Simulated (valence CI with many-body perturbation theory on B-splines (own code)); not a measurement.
The numbers below are computed, except where a source is named.
**Level structure of Bi33+**

Method: valence CI with perturbative core correlation (CI+MBPT): four valence electrons over a frozen Dirac-Fock core [Kr] 4d10, radial functions for each j: 8 s, 8 p, 9 d, 9 f, 6 g, 3 h, 2 i, with the one-electron correlation potential Σ1 (screened to all orders), the two-electron term Σ2, the three-electron term Σ3, Breit, model QED; selected single and double excitations, second order for the rest, scaled by the run's own slope (own B-spline code, finite nucleus).

No measured spectrum was set against this ion. As an estimate, large intervals hold to a few tenths of a per cent, small ones and those within an open d or f shell to about a per cent. Core correlation moves these levels by up to 5500 cm⁻¹, and in measured spectra 5 to 20 % of such shifts remained as error; rates that hang on mixing are uncertain with them. Only levels of the ground parity were solved; by the run's estimate the other parity begins above the list, which can be wrong where configurations are misplaced.

Levels 46 to 64 of 64, with energies above the lowest level, (4f5/2^4) J=4. "Leading %" is the weight of the configuration and term that name the level; weights of strongly mixed levels are sums over their largest components and can fall short. In the jj column 3d3/2^4 stands for four electrons in 3d with j = 3/2.

| No. | Configuration | Term | J | E (cm⁻¹) | Leading % | Leading jj | Second component | g |
| --- | --- | --- | --- | --- | --- | --- | --- | --- |
| 46 | 4f4 | 3H | 4 | 190430 | 39 | 4f5/2^2 4f7/2^2 (75 %) | 22 % 4f4 3G | 1.080 |
| 47 | 4f4 | 3F | 3 | 192310 | 54 | 4f5/2^2 4f7/2^2 (62 %) | 24 % 4f4 3G | 1.033 |
| 48 | 4f4 | 3H | 5 | 194270 | 58 | 4f5/2^2 4f7/2^2 (76 %) | 21 % 4f4 3G | 1.071 |
| 49 | 4f4 | 3H | 4 | 194410 | 32 | 4f5/2^3 4f7/2 (48 %) | 28 % 4f4 3G | 0.979 |
| 50 | 4f4 | 3I | 5 | 196940 | 31 | 4f5/2 4f7/2^3 (42 %) | 28 % 4f4 1H | 1.045 |
| 51 | 4f4 | 3F | 2 | 201930 | 41 | 4f5/2 4f7/2^3 (64 %) | 25 % 4f4 3P | 1.116 |
| 52 | 4f4 | 3D | 1 | 204830 | 55 | 4f5/2 4f7/2^3 (97 %) | 34 % 4f4 3P | 0.787 |
| 53 | 4f4 | 3L | 9 | 205870 | 67 | 4f5/2 4f7/2^3 (99 %) | 33 % 4f4 3M | 1.074 |
| 54 | 4f4 | 3G | 3 | 207120 | 35 | 4f5/2^2 4f7/2^2 (56 %) | 28 % 4f4 3F | 1.059 |
| 55 | 4f4 | 3F | 3 | 208750 | 42 | 4f5/2 4f7/2^3 (79 %) | 30 % 4f4 3D | 1.120 |
| 56 | 4f4 | 3H | 6 | 213240 | 47 | 4f5/2 4f7/2^3 (58 %) | 24 % 4f4 3I | 1.068 |
| 57 | 4f4 | 5D | 0 | 214310 | 43 | 4f5/2^2 4f7/2^2 (78 %) | 37 % 4f4 3P |  |
| 58 | 4f4 | 3G | 4 | 214360 | 57 | 4f5/2^2 4f7/2^2 (58 %) | 16 % 4f4 3H | 1.019 |
| 59 | 4f4 | 3F | 2 | 214800 | 52 | 4f5/2^2 4f7/2^2 (47 %) | 21 % 4f4 1D | 0.967 |
| 60 | 4f4 | 3K | 8 | 214820 | 50 | 4f5/2^2 4f7/2^2 (97 %) | 50 % 4f4 1L | 1.058 |
| 61 | 4f4 | 3K | 7 | 218730 | 70 | 4f5/2^2 4f7/2^2 (93 %) | 29 % 4f4 3I | 1.049 |
| 62 | 4f4 | 3H | 5 | 220380 | 44 | 4f5/2^2 4f7/2^2 (54 %) | 26 % 4f4 3I | 1.029 |
| 63 | 4f4 | 1G | 4 | 221970 | 41 | 4f5/2 4f7/2^3 (59 %) | 24 % 4f4 3F | 1.037 |
| 64 | 4f4 | 3G | 5 | 222330 | 42 | 4f5/2 4f7/2^3 (54 %) | 22 % 4f4 3I | 1.082 |

Where two levels of one J and parity lie close, their mixing, g and order are uncertain.
